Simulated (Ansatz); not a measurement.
```xyz
3

B     0.9000    0.0000    0.0000
B    -0.4500    0.7794    0.0000
B    -0.4500   -0.7794    0.0000
```

Basis set: pcseg-2 (spherical functions). Charge 0, multiplicity 2.

Computed with Ansatz (development build ahead of 0.2.0); each method stands on the lowest determinant of its kind that the runs found.

Task: Give the atomization energy at this shape (free ground-state atoms in the same class of orbitals less the molecule, no zero-point energy) of doublet B3 by PBE (unrestricted), ROHF.

Result:

```json
{"method": "PBE (unrestricted)", "atomization energy": "9.77 eV"}
{"method": "ROHF", "atomization energy": "4.92 eV"}
```

Caution for ROHF: in another basis set an unrestricted determinant lies well below.

The shape needn't be a minimum at these levels.
